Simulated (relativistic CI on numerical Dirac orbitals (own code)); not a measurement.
## What each ingredient does to the levels of Pt³⁵⁺

Base calculation: Dirac-Coulomb-Breit CI, separate exchange-only KLI orbitals for each configuration, model QED (radiative potential, 1s self-energy scaled to tabulated hydrogen-like ionisation energies), unscaled Slater integrals.

Configuration list (outside the closed core [Ar] 3d10): 4s2.4p6.4d7, 4s2.4p6.4d6.4f, 4s2.4p5.4d8, 4s.4p6.4d8, 4s2.4p5.4d7.4f, 4s.4p6.4d7.4f, 4s2.4p6.4d6.5s, 4s2.4p6.4d5.4f.5s, 4s2.4p6.4d6.5p, 4s2.4p5.4d7.5s, 4s2.4p6.4d6.5f, 4s2.4p6.4d5.5s.5p, 4p6.4d8.4f, 4s2.4p6.4d6.6s, 4s.4p6.4d7.5s, 4p6.4d9, 4p5.4d10, 4p5.4d9.4f, 4s2.4p6.4d5.5s2, 4s2.4p6.4d4.4f.5s2, 4s2.4p5.4d5.4f.5s2, 4s.4p6.4d5.4f.5s2, 4p6.4d8.5s, 4p5.4d9.5s, 4p5.4d8.4f.5s, 4p6.4d7.5s2, 4p6.4d6.4f.5s2, 4p5.4d8.5s2, 4p5.4d7.4f.5s2. Double excitations out of closed p, d and f shells are left out; levels of such configurations are missing from the list, as are those of other unlisted configurations, and high levels can miss mixing partners.

The lowest level and the first level of each name with at least 55 % of one term (blank where a level has no safe partner in the second run):

| Level | Base (cm⁻¹) | Shift (cm⁻¹) |
| --- | --- | --- |
| 4s2.4p6.4d7 4F_9/2 | 0 | 0 |
| 4s2.4p6.4d7 4F_7/2 | 171643 | -1 |
| 4s2.4p6.4d7 4P_5/2 | 212856 | -1 |
| 4s2.4p6.4d7 2H_11/2 | 226720 | 0 |
| 4s2.4p6.4d7 2F_5/2 | 267716 | -1 |
| 4s2.4p6.4d7 2D_3/2 | 333155 | -4 |
| 4s2.4p6.4d7 4F_5/2 | 373924 | -3 |
| 4s2.4p5.4d8 4G°_11/2 | 1634116 | +1460 |

At this charge energies of transitions that change n are usually good to better than 1 %, and those within a shell (Δn = 0) to a few per cent. Terms inside the open d or f shell come out 10 to 20 % too wide with unscaled integrals.

(1) One thing was changed in a second run, which moved the levels as shown. Which?
A. non-relativistic limit
B. Breit term removed
C. P86 correlation estimate
D. configuration mixing switched off
E. QED terms removed

Answers

(1) C. P86 correlation estimate. A correlation estimate moves all levels of a configuration together before mixing; mixed levels move by a weighted share.

LS names give the leading component of a level, which can be under half, so a name can repeat, a term be missing and a line seem to break the LS rules.
